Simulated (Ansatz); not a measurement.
Te2Se3. The state is a singlet with charge 0. Geometry relaxed at PBE-D4/def2-SVP.

```
atom    x (Å)    y (Å)    z (Å)
 Se1  -1.9899  -0.5571  -0.2033
 Se2  -0.1638  -0.6766  -1.9561
 Se3   1.4230  -0.2794   1.5012
 Te4  -0.9254   0.8408   1.5684
 Te5   1.6562   0.6723  -0.9102
```

In the def2 sets Te takes a core potential; there is no spin–orbit coupling. The structure comes from a short search, and lower isomers may exist.

(1) Estimate the harmonic wavenumbers at RKS PBE-D4/def2-SVP (Ansatz, unscaled). Is this a minimum?

Answers

(1) 45, 83, 108, 122, 144, 158, 210, 243, 250 cm⁻¹. Yes, no mode is imaginary beyond noise. Zero-point energy 8.1 kJ/mol. Run time 82 s (4 threads of Intel Xeon on a shared host).
